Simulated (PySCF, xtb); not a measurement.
Te(Br)(GeH3) (BrGeH3Te), SMILES [GeH3][Te]Br.

GFN2-xTB run with xtb at its own geometry gives an orbital gap of 2.94 eV and a dipole moment of 5.50 D.

Geometry optimised at B3LYP-D3(BJ)/def2-SVP. This is a generated structure with no PubChem entry under its InChIKey; it may be hypothetical. The def2 effective core potentials stand for the cores of Te; spin–orbit coupling is left out.

**Question.** What does PBE/def2-TZVPD (PySCF) give? (The exact figures need the calculation; the answer reports its results.)

**Answer.** gap 1.74 eV (levels -5.46 and -3.72 eV), dipole 2.01 D.
